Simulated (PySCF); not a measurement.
A side-by-side comparison of computed properties.

First species: C5H7NO.
SMILES with atom numbers: `[CH2:1]=[C:2]=[CH:3][CH2:4][NH:5][CH:6]=[O:7]` (hydrogens: H8, H9 on C1; H10 on C3; H11, H12 on C4; H13 on N5; H14 on C6)

Second species: C5H7NO.
Bonds: C1–C2 (double), C2–C3, C3–C4 (double), C3–N5, N5–C6, C6–O7 (double). Hydrogens: H8, H9 on C1; H10 on C2; H11, H12 on C4; H13 on N5; H14 on C6.

Levels: wB97X-D/def2-SVPD for dipole moment, HOMO energy, LUMO energy, HOMO–LUMO gap, static isotropic polarisability and electronic spatial extent ⟨r²⟩ about the centre of nuclear charge; TDDFT wB97X-D/def2-SVPD for lowest singlet excitation; TDA wB97X-D/def2-SVPD for lowest triplet excitation (Tamm–Dancoff); GFN2-xTB for rotational constant A and rotational constant C. Geometries: GFN2-xTB. Each structure is a single optimised conformer of the isolated species, non-relativistic unless stated; the electronic structure was computed with PySCF and density fitting.

The conformers computed, where there is a choice (atom-mapped SMILES and torsion angles):
- `[CH2:1]=[C:2]=[CH:3][CH2:4][NH:5][CH:6]=[O:7]`: C2–C3–C4–N5 1°, C3–C4–N5–C6 -119°, C4–N5–C6–O7 -6°
- `[CH2:1]=[CH:2][C:3](=[CH2:4])[NH:5][CH:6]=[O:7]`: C1–C2–C3–C4 180°, C2–C3–N5–C6 180°, C3–N5–C6–O7 0°

Values for the first species:

| Property | Result |
| --- | --- |
| Dipole moment | 3.89 D |
| HOMO energy | -9.36 eV |
| LUMO energy | 1.71 eV |
| HOMO–LUMO gap | 11.07 eV |
| Lowest singlet excitation | 5.86 eV |
| Lowest triplet excitation (Tamm–Dancoff) | 4.78 eV |
| Static isotropic polarisability | 73.4 au |
| Electronic spatial extent ⟨r²⟩ about the centre of nuclear charge | 907 bohr² |
| Rotational constant A | 5.369 GHz |
| Rotational constant C | 1.321 GHz |

Problem. Estimate the same properties for the second species, and the change in each.

Solution. 
```csv
property,first,second,second less first
dipole moment,3.89 D,3.72 D,-0.17 D
HOMO energy,-9.36 eV,-8.57 eV,+0.79 eV
LUMO energy,1.71 eV,0.56 eV,-1.15 eV
HOMO–LUMO gap,11.07 eV,9.13 eV,-1.94 eV
lowest singlet excitation,5.86 eV,5.34 eV,-0.52 eV
lowest triplet excitation (Tamm–Dancoff),4.78 eV,3.25 eV,-1.53 eV
static isotropic polarisability,73.4 au,75.9 au,+2.5 au
electronic spatial extent ⟨r²⟩ about the centre of nuclear charge,907 bohr²,850 bohr²,-57 bohr²
rotational constant A,5.369 GHz,6.072 GHz,+0.703 GHz
rotational constant C,1.321 GHz,1.357 GHz,+0.036 GHz
```

On the first: The dipole matches unit charges of opposite sign 0.81 Å apart (1 e·Å = 4.8032 D). The principal polarisabilities are 55.7, 70.3 and 94.3 au; their mean is the isotropic value.

On the second: The principal polarisabilities are 46.3, 78.7 and 102.8 au; their mean is the isotropic value. No computed singlet falls in the visible range (750 to 380 nm, 1.65 to 3.26 eV); S1 lies 2.08 eV above its blue end.
